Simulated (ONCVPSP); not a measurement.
**Building the ONCV potential for Ir (LDA (Perdew-Wang 92), fully relativistic).**

The input file (ONCVPSP 4.0.1):

```
# ATOM AND REFERENCE CONFIGURATION
# atsym  z   nc   nv     iexc    psfile
  Ir 77.00   10    5  -001012      upf
#
#   n    l    f
    1    0    2.00
    2    0    2.00
    2    1    6.00
    3    0    2.00
    3    1    6.00
    3    2   10.00
    4    0    2.00
    4    1    6.00
    4    2   10.00
    4    3   14.00
    5    0    2.00
    5    1    6.00
    5    2    7.00
    6    0    1.75
    6    1    0.25
#
# PSEUDOPOTENTIAL AND OPTIMIZATION
# lmax
    2
#
#   l,   rc,      ep,       ncon, nbas, qcut
    0    1.75    0.00    3    6    6.50
    1    2.25    0.00    4    7    5.90
    2    2.25    0.00    4    9    8.20
#
# LOCAL POTENTIAL
# lloc, lpopt,  rc(5),   dvloc0
    4    2    1.55    1.00
#
# VANDERBILT-KLEINMAN-BYLANDER PROJECTORs
# l, nproj, debl
    0    2    1.00
    1    2    1.90
    2    2    0.70
#
# MODEL CORE CHARGE
# icmod, fcfact, rcfact
    0    0.00    0.00
#
# LOG DERIVATIVE ANALYSIS
# epsh1, epsh2, depsh
   -5.00    5.00    0.04
#
# OUTPUT GRID
# rlmax, drl
    6.00    0.01
#
# TEST CONFIGURATIONS
# ncnf
    4
# nvcnf
#   n    l    f
    5
    5    0    2.00
    5    1    6.00
    5    2    7.00
    6    0    2.00
    6    1    0.00
#
    5
    5    0    2.00
    5    1    6.00
    5    2    7.00
    6    0    1.00
    6    1    0.00
#
    5
    5    0    2.00
    5    1    6.00
    5    2    7.00
    6    0    0.00
    6    1    0.00
#
    5
    5    0    1.00
    5    1    6.00
    5    2    7.00
    6    0    2.00
    6    1    0.00
#
```

Command:

```bash
oncvpspr.x < Ir.dat > Ir.out
```

Resulting log (shortened: citation, most of the input echo, consistency checks and plot data are left out):

```
ONCVPSP  (Optimized Norm-Conservinng Vanderbilt PSeudopotential)
relativistic version 4.0.1

#   n    l    f        energy (Ha)
    1    0    2.00    -2.7914628D+03
    2    0    2.00    -4.8801749D+02
    2    1    6.00    -4.0783149D+02    -4.6758763D+02
    3    0    2.00    -1.1413200D+02
    3    1    6.00    -9.1886752D+01    -1.0496782D+02
    3    2   10.00    -7.3718304D+01    -7.6547072D+01
    4    0    2.00    -2.4335844D+01
    4    1    6.00    -1.7368702D+01    -2.0471699D+01
    4    2   10.00    -1.0450249D+01    -1.1026193D+01
    4    3   14.00    -2.2589018D+00    -2.3736867D+00
    5    0    2.00    -3.6216464D+00
    5    1    6.00    -1.8981037D+00    -2.4030971D+00
    5    2    7.00    -2.6982040D-01    -3.1542595D-01
    6    0    1.75    -2.5500752D-01
    6    1    0.25    -5.3946418D-02    -7.7682540D-02

Reference configufation results
  iterations    28
  all-electron total energy (Ha)   -1.78478812D+04

Begin loop to  construct optimized pseudo wave functions
and semi-local pseudopoentials for all angular momenta

Calculating optimized projector #   1

 for l=   0

    Fraction of norm inside rc  0.979819
    Optimizing pswf for qcut=   6.51 a_B^-1,  ecut=  21.17 Ha
    Residual kinetic energy error=  8.56D-06 Ha

    Energy error per electron        Cutoff
         Ha          eV             Ha
         0.01000     0.27211        5.96
         0.00100     0.02721       13.92
         0.00010     0.00272       17.54
         0.00001     0.00027       20.93

Calculating optimized projector #   2

 for l=   0

    Fraction of norm inside rc  0.107125
    Optimizing pswf for qcut=   6.51 a_B^-1,  ecut=  21.17 Ha
    Residual kinetic energy error=  1.79D-05 Ha

    Energy error per electron        Cutoff
         Ha          eV             Ha
         0.01000     0.27211        5.47
         0.00100     0.02721       14.47
         0.00010     0.00272       18.58
         0.00001     0.00027       26.05

Calculating optimized projector #   1

 for l=   1

    Fraction of norm inside rc  0.985315
    Optimizing pswf for qcut=   5.90 a_B^-1,  ecut=  17.38 Ha
    Residual kinetic energy error=  3.20D-06 Ha

    Energy error per electron        Cutoff
         Ha          eV             Ha
         0.01000     0.27211       10.19
         0.00100     0.02721       12.75
         0.00010     0.00272       14.78
         0.00001     0.00027       16.75

Calculating optimized projector #   2

 for l=   1

    Fraction of norm inside rc  0.059834
    Optimizing pswf for qcut=   5.90 a_B^-1,  ecut=  17.38 Ha
    Residual kinetic energy error=  2.77D-07 Ha

    Energy error per electron        Cutoff
         Ha          eV             Ha
         0.01000     0.27211        6.77
         0.00100     0.02721       10.06
         0.00010     0.00272       12.70
         0.00001     0.00027       14.78

Calculating optimized projector #   1

 for l=   1

    Fraction of norm inside rc  0.993722
    Optimizing pswf for qcut=   5.90 a_B^-1,  ecut=  17.38 Ha
    Residual kinetic energy error=  9.54D-06 Ha

    Energy error per electron        Cutoff
         Ha          eV             Ha
         0.01000     0.27211       11.07
         0.00100     0.02721       13.52
         0.00010     0.00272       15.64
         0.00001     0.00027       17.71

Calculating optimized projector #   2

 for l=   1

    Fraction of norm inside rc  0.106890
    Optimizing pswf for qcut=   5.90 a_B^-1,  ecut=  17.38 Ha
    Residual kinetic energy error=  4.17D-06 Ha

    Energy error per electron        Cutoff
         Ha          eV             Ha
         0.01000     0.27211        8.47
         0.00100     0.02721       11.83
         0.00010     0.00272       14.45
         0.00001     0.00027       16.69

   Wellstate for l =  2  n =  6 kap= -3
     eigenvalue =   0.4302
     asymptotic potential =   0.9302
     half-point radius =  5.0604

Calculating optimized projector #   1

 for l=   2

    Fraction of norm inside rc  0.791760
    Optimizing pswf for qcut=   8.19 a_B^-1,  ecut=  33.58 Ha
    Residual kinetic energy error=  1.65D-09 Ha

    Energy error per electron        Cutoff
         Ha          eV             Ha
         0.01000     0.27211       13.68
         0.00100     0.02721       18.06
         0.00010     0.00272       21.77
         0.00001     0.00027       24.99

Calculating optimized projector #   2

 for l=   2

    Fraction of norm inside rc  0.122394
    Optimizing pswf for qcut=   8.19 a_B^-1,  ecut=  33.58 Ha
    Residual kinetic energy error=  5.62D-10 Ha

    Energy error per electron        Cutoff
         Ha          eV             Ha
         0.01000     0.27211       11.78
         0.00100     0.02721       16.39
         0.00010     0.00272       20.45
         0.00001     0.00027       23.95

   Wellstate for l =  2  n =  6 kap=  2
     eigenvalue =   0.3846

Calculating optimized projector #   1

 for l=   2

    Fraction of norm inside rc  0.822691
    Optimizing pswf for qcut=   8.19 a_B^-1,  ecut=  33.58 Ha
    Residual kinetic energy error=  1.99D-09 Ha

    Energy error per electron        Cutoff
         Ha          eV             Ha
         0.01000     0.27211       14.30
         0.00100     0.02721       18.62
         0.00010     0.00272       22.29
         0.00001     0.00027       25.42

Calculating optimized projector #   2

 for l=   2

    Fraction of norm inside rc  0.113936
    Optimizing pswf for qcut=   8.19 a_B^-1,  ecut=  33.58 Ha
    Residual kinetic energy error=  7.46D-10 Ha

    Energy error per electron        Cutoff
         Ha          eV             Ha
         0.01000     0.27211       12.21
         0.00100     0.02721       16.86
         0.00010     0.00272       20.97
         0.00001     0.00027       24.45

Construct Vanderbilt / Kleinmman-Bylander projectors

B matrix Hermiticity error, ll=  0  kap= -1
   1   2    5.5425D-04

  Orthonormal projector coefficients  1.9989E+00 -1.7227E+00

B matrix Hermiticity error, ll=  1  kap= -2
   1   2    1.4431D-04

  Orthonormal projector coefficients -1.6887E+00  3.4690E-01

B matrix Hermiticity error, ll=  1  kap=  1
   1   2    2.3148D-04

  Orthonormal projector coefficients -2.5451E+00 -2.5493E-01

B matrix Hermiticity error, ll=  2  kap= -3
   1   2    6.8033D-05

  Orthonormal projector coefficients -2.2585E+00 -7.2130E-01

B matrix Hermiticity error, ll=  2  kap=  2
   1   2    7.2755D-05

  Orthonormal projector coefficients -2.4268E+00 -5.6947E-01

 Orthonormal scalar projector coefficients, l =  1
 -1.9690E+00  2.2560E-01 -8.3999E-02 -5.5069E-04

 Orthonormal spin-orbit projector coefficients, l =  1
  6.2643E-01  2.0215E-01  1.4797E-01 -4.3860E-03

 Orthonormal scalar projector coefficients, l =  2
 -2.3229E+00 -6.6021E-01 -3.2615E-03 -1.5899E-05

 Orthonormal spin-orbit projector coefficients, l =  2
 -9.6904E-02  8.9350E-02  1.4449E-02 -2.8250E-04

Pseudoatom total energy -105.880133

Diagnostic tests using Vanderbilt-Kleinman-Bylander pseudopotentials
  relativistic with J = L +/- 1/2 projectors

   l  kap   rcore       rmatch      e in        delta e    norm test   slope test

   0  -1   1.7573447   1.8107015  -3.6216464   0.0000091   1.0003234   1.0003011
   0  -1   1.7573447   1.8107015  -0.2550075   0.0000090   1.0000500   1.0000015

   1  -2   2.2592909   2.3278879  -1.8981037   0.0000068   1.0001699   1.0001619
   1   1   2.2592909   2.3278879  -2.4030971  -0.0000029   1.0003183   1.0002980
   1  -2   2.2592909   2.3278879  -0.0539464   0.0000006   1.0000186   1.0000109
   1   1   2.2592909   2.3278879  -0.0776825   0.0000023   1.0000207   1.0000198

   2  -3   2.2592909   2.3278879  -0.2698204  -0.0000077   1.0000924   1.0000927
   2   2   2.2592909   2.3278879  -0.3154260  -0.0000031   1.0001024   1.0000951
   2  -3   2.2592909   2.3278879   0.4301796  -0.0000116   1.0002083   1.0002083
   2   2   2.2592909   2.3278879   0.4175565  -0.0000041   1.0002075   1.0002075

Diagnostic tests using Vanderbilt-Kleinman-Bylander pseudopotentials
  relativistic with scalar and spin-orbit non-local projectors

   l  kap   rcore       rmatch      e in        delta e    norm test   slope test

   0  -1   1.7573447   1.8107015  -3.6216464   0.0000091   1.0003234   1.0003011
   0  -1   1.7573447   1.8107015  -0.2550075   0.0000090   1.0000500   1.0000015

   1  -2   2.2592909   2.3278879  -1.8981037   0.0000389   1.0002385   1.0002409
   1   1   2.2592909   2.3278879  -2.4030971   0.0000163   1.0003895   1.0003740
   1  -2   2.2592909   2.3278879  -0.0539464   0.0000085   1.0001234   0.9999600
   1   1   2.2592909   2.3278879  -0.0776825   0.0000205   1.0001535   0.9998241

   2  -3   2.2592909   2.3278879  -0.2698204  -0.0000059   1.0000927   1.0000968
   2   2   2.2592909   2.3278879  -0.3154260  -0.0000014   1.0001028   1.0000986
   2  -3   2.2592909   2.3278879   0.4301796  -0.0000112   1.0002093   1.0002093
   2   2   2.2592909   2.3278879   0.4175565  -0.0000039   1.0002082   1.0002082

Ghost test for J = L + 1/2

 Testing for bound ghosts
   n   l    E NL Schr. Eq   E Basis Diag.   E Cutoff

   1   0       -3.621637       -3.621638     41.99
   2   0       -0.254999       -0.228996     41.99

   2   1       -1.898097       -1.898094     44.34
   3   1       -0.053946       -0.018168     44.34

   3   2       -0.269828       -0.269530     86.97

 Testing for highly-localized positive-energy ghosts
       l    <radius>/rc     E Basis Diag.   E Cutoff

Ghost test for J = L - 1/2

 Testing for bound ghosts
   n   l    E NL Schr. Eq   E Basis Diag.   E Cutoff

   1   0       -3.621637       -3.621638     41.99
   2   0       -0.254999       -0.228996     41.99

   2   1       -2.403100       -2.403096     44.34
   3   1       -0.077680       -0.054609     44.34

   3   2       -0.315429       -0.315254     86.97

 Testing for highly-localized positive-energy ghosts
       l    <radius>/rc     E Basis Diag.   E Cutoff

Test configuration 0

   n   l kap    f        eae           eps        diff
   1   0  -1  2.0000-2791.46279269
   2   0  -1  2.0000 -488.01749012
   2   1  -2  4.0000 -407.83149037
   2   1   1  2.0000 -467.58763297
   3   0  -1  2.0000 -114.13199637
   3   1  -2  4.0000  -91.88675223
   3   1   1  2.0000 -104.96782430
   3   2  -3  6.0000  -73.71830355
   3   2   2  4.0000  -76.54707220
   4   0  -1  2.0000  -24.33584378
   4   1  -2  4.0000  -17.36870187
   4   1   1  2.0000  -20.47169944
   4   2  -3  6.0000  -10.45024933
   4   2   2  4.0000  -11.02619331
   4   3  -4  8.0000   -2.25890180
   4   3   3  6.0000   -2.37368669
   5   0  -1  2.0000   -3.62164636   -3.62163722    9.14E-06
   5   1  -2  4.0000   -1.89810375   -1.89809696    6.79E-06
   5   1   1  2.0000   -2.40309708   -2.40310000   -2.92E-06
   5   2  -3  4.2000   -0.26982040   -0.26982812   -7.72E-06
   5   2   2  2.8000   -0.31542595   -0.31542904   -3.08E-06
   6   0  -1  1.7500   -0.25500752   -0.25499857    8.96E-06
   6   1  -2  0.1667   -0.05394642   -0.05394579    6.28E-07
   6   1   1  0.0833   -0.07768254   -0.07768027    2.27E-06

    Total energies and differences
      AE_ref= -1.78478812E+04  AE_tst= -1.78478812E+04  dif=  0.00E+00
      PS_ref= -1.05880133E+02  PS_tst= -1.05880133E+02  dif= -7.67E-13
      PSP excitation error=  7.67E-13

Test configuration 1

   n   l kap    f        eae           eps        diff
   1   0  -1  2.0000-2791.44458628
   2   0  -1  2.0000 -487.99966465
   2   1  -2  4.0000 -407.81367215
   2   1   1  2.0000 -467.56979188
   3   0  -1  2.0000 -114.11408466
   3   1  -2  4.0000  -91.86884124
   3   1   1  2.0000 -104.94991819
   3   2  -3  6.0000  -73.70042368
   3   2   2  4.0000  -76.52919607
   4   0  -1  2.0000  -24.31788721
   4   1  -2  4.0000  -17.35074842
   4   1   1  2.0000  -20.45374560
   4   2  -3  6.0000  -10.43230825
   4   2   2  4.0000  -11.00825137
   4   3  -4  8.0000   -2.24095763
   4   3   3  6.0000   -2.35574283
   5   0  -1  2.0000   -3.60363638   -3.60333751    2.99E-04
   5   1  -2  4.0000   -1.88002777   -1.87995153    7.62E-05
   5   1   1  2.0000   -2.38504568   -2.38492092    1.25E-04
   5   2  -3  4.2000   -0.25296440   -0.25299257   -2.82E-05
   5   2   2  2.8000   -0.29834271   -0.29836157   -1.89E-05
   6   0  -1  2.0000   -0.24219226   -0.24217062    2.16E-05
   6   1  -2  0.0000   -0.04387041   -0.04387041    0.00E+00
   6   1   1  0.0000   -0.06709183   -0.06709183    0.00E+00

    Total energies and differences
      AE_ref= -1.78478812E+04  AE_tst= -1.78479291E+04  dif= -4.79E-02
      PS_ref= -1.05880133E+02  PS_tst= -1.05928062E+02  dif= -4.79E-02
      PSP excitation error= -3.69E-06

Test configuration 2

   n   l kap    f        eae           eps        diff
   1   0  -1  2.0000-2791.75399323
   2   0  -1  2.0000 -488.30637403
   2   1  -2  4.0000 -408.12040790
   2   1   1  2.0000 -467.87672942
   3   0  -1  2.0000 -114.42113043
   3   1  -2  4.0000  -92.17589180
   3   1   1  2.0000 -105.25695270
   3   2  -3  6.0000  -74.00727098
   3   2   2  4.0000  -76.83602542
   4   0  -1  2.0000  -24.62513277
   4   1  -2  4.0000  -17.65797753
   4   1   1  2.0000  -20.76097974
   4   2  -3  6.0000  -10.73945852
   4   2   2  4.0000  -11.31540769
   4   3  -4  8.0000   -2.54812567
   4   3   3  6.0000   -2.66290834
   5   0  -1  2.0000   -3.91126805   -3.91253760   -1.27E-03
   5   1  -2  4.0000   -2.18845436   -2.18880606   -3.52E-04
   5   1   1  2.0000   -2.69309706   -2.69372176   -6.25E-04
   5   2  -3  4.2000   -0.55438484   -0.55434699    3.79E-05
   5   2   2  2.8000   -0.60127271   -0.60125654    1.62E-05
   6   0  -1  1.0000   -0.51113529   -0.51119390   -5.86E-05
   6   1  -2  0.0000   -0.26239478   -0.26239478    0.00E+00
   6   1   1  0.0000   -0.30150828   -0.30150828    0.00E+00

    Total energies and differences
      AE_ref= -1.78478812E+04  AE_tst= -1.78475548E+04  dif=  3.26E-01
      PS_ref= -1.05880133E+02  PS_tst= -1.05553795E+02  dif=  3.26E-01
      PSP excitation error= -1.44E-05

Test configuration 3

psatom_r: WARNING lschvkbb convergence error n,l,kap,iter=   3   1  -2

ea(ii),et,emin,emax -5.828741E-02 -6.411615E-02 -6.411615E-02 -6.411615E-02
run_config_r: WARNING for fully non-local PS atom,
 WARNING no output for configuration 4

Test configuration 4

   n   l kap    f        eae           eps        diff
   1   0  -1  2.0000-2792.06944903
   2   0  -1  2.0000 -488.59622665
   2   1  -2  4.0000 -408.41077094
   2   1   1  2.0000 -468.16945405
   3   0  -1  2.0000 -114.70152966
   3   1  -2  4.0000  -92.45617822
   3   1   1  2.0000 -105.53794679
   3   2  -3  6.0000  -74.28754288
   3   2   2  4.0000  -77.11651982
   4   0  -1  2.0000  -24.90441849
   4   1  -2  4.0000  -17.93674416
   4   1   1  2.0000  -21.04013877
   4   2  -3  6.0000  -11.01658750
   4   2   2  4.0000  -11.59289750
   4   3  -4  8.0000   -2.81810467
   4   3   3  6.0000   -2.93344303
   5   0  -1  1.0000   -4.12779562   -4.16592512   -3.81E-02
   5   1  -2  4.0000   -2.37289560   -2.38659767   -1.37E-02
   5   1   1  2.0000   -2.89481055   -2.90814462   -1.33E-02
   5   2  -3  4.2000   -0.67490753   -0.67447456    4.33E-04
   5   2   2  2.8000   -0.72834320   -0.72810716    2.36E-04
   6   0  -1  2.0000   -0.55772922   -0.55955519   -1.83E-03
   6   1  -2  0.0000   -0.28679523   -0.28679523    0.00E+00
   6   1   1  0.0000   -0.33142525   -0.33142525    0.00E+00

    Total energies and differences
      AE_ref= -1.78478812E+04  AE_tst= -1.78440702E+04  dif=  3.81E+00
      PS_ref= -1.05880133E+02  PS_tst= -1.02050529E+02  dif=  3.83E+00
      PSP excitation error= -1.86E-02
```

The run took about 5.2 s on one core of a shared server CPU.
